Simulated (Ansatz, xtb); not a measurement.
# Isomers of C3H4F2O2S in order of energy

6 gas-phase structures of C3H4F2O2S, from a drawn sample of its isomers (lower ones may exist). Each was relaxed with GFN2-xTB; where two conformers were screened, the lower at r2SCAN-D4/def2-SVP is listed:

A. `O=S1(=O)CCC1(F)F`, a singlet
B. `O=S1(=O)C[C@@H](F)[C@@H]1F`, a singlet
C. `O=S(=O)(/C=C\F)CF`, a singlet
D. `O=S1(=O)[C@H](F)C[C@@H]1F`, a singlet
E. `O=S1(=O)CC(F)(F)C1`, a singlet
F. `CS(=O)(=O)/C(F)=C\F`, a singlet

Problem. Which do you expect lowest at r2SCAN-D4/def2-SVP, and how would the others follow?

Solution. Calculated order at r2SCAN-D4/def2-SVP: E (0.0), A (7.3), D (59.2), B (59.6), F (98.7), C (101.9) kJ/mol. Less than 1 kcal/mol parts D and B; F and C, so the order within those pairs means little.

Energies above the lowest of each column, in kJ/mol; the last columns are at B3LYP-D3(BJ)/def2-SVP geometries and were run for some of them only (a dash: not run or not comparable):

```tsv
structure	GFN2-xTB	HF/STO-3G	r2SCAN-D4/def2-SVP	B3LYP-D3(BJ)/def2-SVP	CCSD(T)/def2-SVP + ΔMP2/def2-TZVPP
E	0.0	6.8	0.0	0.0	0.0
A	11.5	0.0	7.3	9.9	17.0
D	35.0	35.7	59.2	55.2	–
B	30.2	47.2	59.6	51.1	50.4
F	110.8	179.7	98.7	–	–
C	111.9	197.7	101.9	–	–
```

CCSD(T)/def2-SVP + ΔMP2/def2-TZVPP puts E lowest of those it was run on; HF/STO-3G picks A. Flexible structures stand in one conformer each, not always the lowest. Frequencies (GFN2-xTB) were run for A, B, E alone. ΔMP2 is the change of the MP2 energy from the smaller to the larger basis.

Over these structures GFN2-xTB departs from r2SCAN-D4/def2-SVP by 14.8 kJ/mol on average once a common shift is removed. A GFN2-xTB relaxation took about 0.13 s and the r2SCAN-D4/def2-SVP energy about 2 s on a shared host (Ansatz 0.2.0, xtb 6.7.1).
